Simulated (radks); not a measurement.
Q: The mean radii <r> (bohr) of the occupied orbitals of an atom or ion are listed with their occupations. All-electron calculation, scalar-relativistic Kohn-Sham, BLYP, spin-polarised, spherical densities, finite nucleus; Fermi nuclear charge, rms radius of each element as measured or else 0.836 A^(1/3) + 0.57 fm. Program: a radial shooting solver on a logarithmic mesh with Libxc functionals.

| orbital | occ. | <r> |
|---|---|---|
| 1s up | 1 | 0.1202 |
| 1s down | 1 | 0.1201 |
| 2s up | 1 | 0.6025 |
| 2s down | 1 | 0.6058 |
| 2p up | 3 | 0.5637 |
| 2p down | 2 | 0.5687 |

Name the element and its charge. Open shells, if any, are filled with parallel spins first.

A: Z = 13, aluminium, charge +4: Al4+ in [He] 2s2 2p5. The 1s radius gives Z: for a bare nucleus <r> = (2 gamma + 1)/(2Z) with gamma = sqrt(1 - (Z/c)^2), 0.115 bohr for Z = 13, and screening makes it slightly larger (0.1202 here). The occupations add up to 9, and the charge is Z minus that.
